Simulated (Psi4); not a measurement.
A dimer, HBr ··· BCl3 (SMILES Br and ClB(Cl)Cl); the first 2 atoms form monomer A.

```
6

Br     0.7124     0.0000     0.0000
H     -0.7124     0.0000     0.0000
Cl     1.7658    -3.6574    -0.9688
B      1.2820    -5.3192    -1.1927
Cl     2.2160    -6.6042    -0.4702
Cl    -0.1353    -5.6960    -2.1388
```

What interaction energy does SAPT0/jun-cc-pVDZ, frozen core run with Psi4 1.11 give, and which attractive term is the largest?

Total -0.09 kcal/mol: electrostatics -0.34, exchange 0.91, induction -0.08, dispersion -0.58. The most attractive term is dispersion.
